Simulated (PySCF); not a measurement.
A structure optimised at PBE0-D3(BJ)/def2-SVP, used in a PySCF frequency run:

```
Si
H 1 1.4988
C 1 1.8651 2 108.77
C 3 1.3390 1 123.71 2 2.86
H 4 1.0960 3 122.14 1 179.06
H 4 1.0961 5 116.12 3 179.94
H 3 1.0983 4 118.15 5 0.10
C 1 1.9188 2 111.61 6 -134.78
H 8 1.1020 1 117.86 2 39.71
H 8 1.1043 9 107.05 1 -121.28
C 8 1.5509 9 114.88 10 -122.58
H 11 1.1016 8 114.78 9 77.31
H 11 1.1036 12 107.17 8 122.69
Si 11 1.9173 12 118.13 13 122.05
H 14 1.4963 11 118.23 12 -87.52
H 14 1.4988 15 108.62 11 -127.83
```

Q: Write its SMILES and formula.

A: C=C[Si@H]1CC[SiH2]1, C4H10Si2

Q: What are its rotational constants (standard atomic weights)?

A: 4.8210, 1.2988, 1.1251 GHz
